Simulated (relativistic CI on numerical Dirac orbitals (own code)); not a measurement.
**Slater and spin-orbit integrals, Pd¹⁶⁺**

Calculated at this level of theory: Dirac-Coulomb-Breit CI, KLI orbitals optimised for each configuration, QED by a radiative potential, unscaled Slater integrals (own radial code, finite nucleus).

Slater integrals F^k, G^k are unscaled and averaged over j, outside the closed core [Ar] 3d10; ζ comes from projecting the Hamiltonian with its Breit term on Σ l·s of the shell.

- 4s4p: G^1(4s,4p) = 159380, ζ(4p) = 36359 cm⁻¹; <r>(4s) = 0.826, <r^2>(4s) = 0.765, <r>(4p) = 0.8586, <r^2>(4p) = 0.8309 (bohr units).
- 4p²: F^2(4p,4p) = 120970, ζ(4p) = 36284 cm⁻¹; <r>(4p) = 0.8595, <r^2>(4p) = 0.8327 (bohr units).
- 4s4d: G^2(4s,4d) = 113960, ζ(4d) = 3839.2 cm⁻¹; <r>(4s) = 0.8262, <r^2>(4s) = 0.7655, <r>(4d) = 0.9076, <r^2>(4d) = 0.9388 (bohr units).

Averages of the first 10 configurations, taken without configuration mixing, which lowers the lowest level and can move excited configurations by several eV; other configurations of the list can lie among them:

```tsv
Configuration	Parity	States	Average energy above the lowest level (eV)
4s²	even	1	1.6
4s4p	odd	12	39.4
4p²	even	15	82.6
4s4d	even	20	103.8
4d²	even	45	208.4
4s4f	odd	28	166.8
4p4d	odd	60	144.7
4f²	even	91	333.5
4p4f	even	84	207.9
4s5s	even	4	189.0
```
